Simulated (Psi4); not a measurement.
Nuclear repulsion and electron count by hand

System: CCl2F, doublet, at a GFN2-xTB geometry. Level: PBE0/STO-3G run with Psi4. Sums are taken with unrounded values, so a last digit can differ.

Coordinates (Å):

```
atom         x         y         z
----  --------  --------  --------
F1    -0.04319   1.60871  -0.07232
C2    -0.01635   0.31964   0.30494
Cl3    1.47801  -0.44135   0.00095
Cl4   -1.44938  -0.52314  -0.07029
```

Task: Work out the nuclear repulsion energy and the numbers of alpha and beta electrons.

Result: In atomic units each pair adds Z_i Z_j / r_ij, with r in bohr (1 bohr = 0.529177 Å).
| pair | r (Å) | r (bohr) | Z_i Z_j | term (Eh) |
|---|---|---|---|---|
| F1-C2 | 1.3434 | 2.5387 | 54 | 21.2710 |
| F1-Cl3 | 2.5539 | 4.8261 | 153 | 31.7028 |
| F1-Cl4 | 2.5539 | 4.8261 | 153 | 31.7028 |
| C2-Cl3 | 1.7043 | 3.2207 | 102 | 31.6705 |
| C2-Cl4 | 1.7043 | 3.2207 | 102 | 31.6705 |
| Cl3-Cl4 | 2.9294 | 5.5358 | 289 | 52.2061 |
The sum is 200.2236 Eh; Psi4 gives 200.2236 Eh. The atomic numbers add up to 49, so at charge +0 there are 49 electrons; multiplicity 2 means 1 unpaired, so 25 alpha and 24 beta.
